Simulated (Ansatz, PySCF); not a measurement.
phosphoric acid (H3O4P), SMILES OP(=O)(O)O. Atoms are numbered in the order given.

```xyz
8

O      1.1894     0.8176     0.6009
P      0.0000     0.0000    -0.1226
O      0.0000     0.0000    -1.6057
O      0.1134    -1.4389     0.6009
O     -1.3028     0.6213     0.6009
H      1.4164     1.6108     0.0877
H      0.6868    -2.0320     0.0877
H     -2.1031     0.4212     0.0877
```

Geometry optimised at TPSSh-D3(BJ)/def2-SVP. One conformer was computed; it need not be the lowest.

Vertical ionisation energy (IE) and electron affinity (EA) in eV. Rows of orbital energies are one-electron estimates. Where ΔSCF, EOM or ADC give a negative EA the extra electron is unbound and the value depends on the basis.

| level | IE | EA |
|---|---|---|
| −ε(HOMO), −ε(LUMO), M06-2X/def2-TZVP (PySCF) | 10.59 | -0.78 |
| −ε(HOMO), −ε(LUMO), PBE/def2-TZVP (PySCF) | 7.18 | 0.77 |
| ΔSCF, PBE0/def2-SVPD (Ansatz), final states of multiplicity 2 and 2 | 11.43 | -0.94 |
| ΔSCF, PBE/def2-SVPD (Ansatz), final states of multiplicity 2 and 2 | 11.10 | -0.70 |

Task: What vertical singlet–triplet gap does ΔSCF give with PBE0/def2-SVPD (Ansatz, a first-principles code) and with PBE/def2-SVPD (Ansatz)? (Estimate from the structure and the level; the computed values follow.)

Result: 7.32 and 6.75 eV (triplet above singlet where positive).
